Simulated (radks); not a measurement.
The numbers below are computed, except where a source is named.
Task: Excited configurations of neutral mercury: one electron is placed in a higher orbital outside [Xe] 4f14 5d10 6s1. The ground configuration is [Hg]. Level of theory: scalar-relativistic Kohn-Sham, r2SCAN, spin-unpolarised, spherical densities, finite nucleus; meta-GGA in the generalised Kohn-Sham scheme; Fermi nuclear charge, rms radius 5.4648 fm (a radial shooting solver on a logarithmic mesh with Libxc functionals). Excitation = E - E(ground); binding = E(ion) - E, where the ion is the core of charge +1; n* = 1/sqrt(2 binding) in atomic units, and the quantum defect is n - n*.

| outer orbital | excitation (eV) | binding (eV) | n* | quantum defect | eigenvalue (eV) | <r> (bohr) |
|---|---|---|---|---|---|---|
| 6p | 6.403 | 4.367 | 1.765 | 4.235 | -1.948 | 4.194 |
| 6d | 9.307 | 1.463 | 3.050 | 2.950 | -0.636 | 10.74 |
| 7s | 8.114 | 2.656 | 2.263 | 4.737 | -1.571 | 7.941 |
| 7p | 9.028 | 1.743 | 2.794 | 4.206 | -0.990 | 11.08 |
| 7d | 9.878 | 0.892 | 3.905 | 3.095 | -0.490 | 20.64 |
| 7f | 10.360 | 0.410 | 5.760 | 1.240 | -0.249 | 47.41 |

Estimate the row for 6f.

Result: excitation (eV) 10.197; binding (eV) 0.573; n* 4.871; quantum defect 1.129; eigenvalue (eV) -0.322; <r> (bohr) 31.48. The Delta-SCF ionisation energy is 10.770 eV (NIST Atomic Spectra Database: 10.438 eV, measured). Self-interaction in the functional shifts the binding energies and quantum defects, so they are the method's values and not measured ones. Spin polarisation and multiplet splitting are left out, so open shells lie too high by an amount that depends on their filling.

Beside tabulated values, note that spin-unpolarised runs miss the spin-polarisation part of the exchange energy of open shells.
